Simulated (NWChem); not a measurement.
All runs are NWChem calculations. System: BeClF, charge 0, spin multiplicity 1, at a geometry optimised with PBE/def2-SVP. The structure started from a generated list of species. Level: real-time TD-PBE0/6-31G* (spherical d).

Part of the output:

```
             Northwest Computational Chemistry Package (NWChem) 7.3.0
             --------------------------------------------------------

                                NWChem Input Module
                                -------------------

 Scaling coordinates for geometry "system" by  1.889725989
 (inverse scale =  0.529177249)

                              Geometry "system" -> ""
                              -----------------------

 Output coordinates in angstroms (scale by  1.889725989 to convert to a.u.)

  No.       Tag          Charge          X              Y              Z
 ---- ---------------- ---------- -------------- -------------- --------------
    1 Be                   4.0000     0.00000000     0.00000000     0.60913400
    2 F                    9.0000     0.00000000     0.00000000     2.00417500
    3 Cl                  17.0000     0.00000000     0.00000000    -1.20435900

 Effective nuclear repulsion energy (a.u.)      58.7321767203

            Nuclear Dipole moment (a.u.)
            ----------------------------
        X                 Y               Z
 ---------------- ---------------- ----------------
     0.0000000000     0.0000000000     0.0000151178


 Summary of "ao basis" -> "" (spherical)
 ------------------------------------------------------------------------------
       Tag                 Description            Shells   Functions and Types
 ---------------- ------------------------------  ------  ---------------------
 *                           6-31g*                   on all atoms

                                 NWChem DFT Module
                                 -----------------

 Summary of "ao basis" -> "ao basis" (spherical)
 ------------------------------------------------------------------------------
       Tag                 Description            Shells   Functions and Types
 ---------------- ------------------------------  ------  ---------------------
 Be                          6-31g*                  6       14   3s2p1d
 F                           6-31g*                  6       14   3s2p1d
 Cl                          6-31g*                  8       18   4s3p1d

 Summary of "ao basis" -> "ao basis" (spherical)
 ------------------------------------------------------------------------------
       Tag                 Description            Shells   Functions and Types
 ---------------- ------------------------------  ------  ---------------------
[...]
        15        2.00       -3.54273894E-01
        16        0.00        7.45983997E-03
        17        0.00        3.06778258E-02
        18        0.00        3.06778258E-02
        19        0.00        1.75751473E-01
        20        0.00        2.77769766E-01
        21        0.00        2.77769766E-01
        22        0.00        2.88166388E-01
        23        0.00        4.12155655E-01
        24        0.00        4.96901156E-01
        25        0.00        4.96901156E-01
        26        0.00        5.72161245E-01
        27        0.00        6.64071543E-01
        28        0.00        7.13210476E-01
        29        0.00        7.13210476E-01
        30        0.00        7.97439002E-01
        31        0.00        7.97440144E-01
        32        0.00        9.23908025E-01
        33        0.00        9.23908840E-01
        34        0.00        1.14595322E+00
        35        0.00        1.19099454E+00
        36        0.00        1.19099454E+00
        37        0.00        1.34244010E+00
        38        0.00        1.34244010E+00
        39        0.00        1.39344394E+00
        40        0.00        1.82577030E+00
        41        0.00        1.88658631E+00
        42        0.00        1.88658634E+00
        43        0.00        1.89333313E+00
        44        0.00        2.26621354E+00
        45        0.00        2.26621354E+00
        46        0.00        3.42523221E+00

  int2e_file: Failed to allocate cache ... halving

kick      0.00000        ### Propagation started ###
kick      0.00000        ### Checks passed ###
kick      0.00000   0.000000000000E+000   1.000000000000E-004   0.000000000000E+000     # Applied E-field [system] (alpha spin)
kick      0.00000   0.000000000000E+000   1.000000000000E-004   0.000000000000E+000     # Applied E-field [system] (beta spin)
kick      0.00000   5.873217672034E+001     # Enuc
kick      0.00000  -9.117562625524E+002     # Ecore
kick      0.00000   3.197999336120E+002     # Ecoul
kick      0.00000  -4.142198509494E+001     # Exc(1)
kick      0.00000   0.000000000000E+000     # Exc(2)
kick      0.00000  -5.746461373150E+002     # Etot
kick      0.00000  -1.136868377216E-013     # Eadded
kick      0.00000  -3.892982832253E-012  -4.121732235053E-012   7.030704325490E-002     # Dipole moment [system]
kick      0.00000        ### Saved restart file ###
kick      0.00000   1.212363542891E-012     # Magnus interpol (matrix 1 of 1)
kick      0.00000                     2     # Magnus total interpolations
kick      0.20000   0.000000000000E+000   0.000000000000E+000   0.000000000000E+000     # Applied E-field [system] (alpha spin)
kick      0.20000   0.000000000000E+000   0.000000000000E+000   0.000000000000E+000     # Applied E-field [system] (beta spin)
kick      0.20000   5.873217672034E+001     # Enuc
kick      0.20000  -9.117562625518E+002     # Ecore
kick      0.20000   3.197999336123E+002     # Ecoul
kick      0.20000  -4.142198509495E+001     # Exc(1)
kick      0.20000   0.000000000000E+000     # Exc(2)
kick      0.20000  -5.746461373141E+002     # Etot
kick      0.20000   8.063807399594E-010     # Eadded
kick      0.20000  -3.898276707579E-012   1.654976658022E-005   7.030704316032E-002     # Dipole moment [system]
kick      0.20000   1.324940157588E-012     # Magnus interpol (matrix 1 of 1)
kick      0.20000                     2     # Magnus total interpolations
kick      0.40000   0.000000000000E+000   0.000000000000E+000   0.000000000000E+000     # Applied E-field [system] (alpha spin)
kick      0.40000   0.000000000000E+000   0.000000000000E+000   0.000000000000E+000     # Applied E-field [system] (beta spin)
kick      0.40000   5.873217672034E+001     # Enuc
...
kick     28.00000   0.000000000000E+000   0.000000000000E+000   0.000000000000E+000     # Applied E-field [system] (alpha spin)
kick     28.00000   0.000000000000E+000   0.000000000000E+000   0.000000000000E+000     # Applied E-field [system] (beta spin)
kick     28.00000   5.873217672034E+001     # Enuc
kick     28.00000  -9.117562625572E+002     # Ecore
kick     28.00000   3.197999336171E+002     # Ecoul
kick     28.00000  -4.142198509521E+001     # Exc(1)
kick     28.00000   0.000000000000E+000     # Exc(2)
kick     28.00000  -5.746461373150E+002     # Etot
kick     28.00000  -2.808064891724E-011     # Eadded
kick     28.00000  -3.937815452974E-012   1.785340300348E-005   7.030704428412E-002     # Dipole moment [system]
kick     28.00000   5.551115123126E-015     # Magnus interpol (matrix 1 of 1)
kick     28.00000                     2
```

### Question
Write an NWChem input that would produce this output.

### Answer
This is not unique; one that fits is 
```
start mol
memory heap 200 mb stack 900 mb global 1100 mb
geometry "system" units angstroms nocenter noautoz noautosym
  Be     0.000000     0.000000     0.609134
  F      0.000000     0.000000     2.004175
  Cl     0.000000     0.000000    -1.204359
end
set geometry "system"
basis spherical
  * library 6-31g*
end
dft
  xc pbe0
  semidirect memsize 60000000 filesize 0
  iterations 100
  convergence energy 1e-10 density 1e-9 gradient 1e-8
  tolerances tight
end
task dft energy
rt_tddft
  tmax 150.0
  dt 0.2
  tag "kick"
  print dipole
  field "kick"
    type delta
    polarization y
    max 0.0001
  end
  excite "system" with "kick"
end
task dft rt_tddft
```
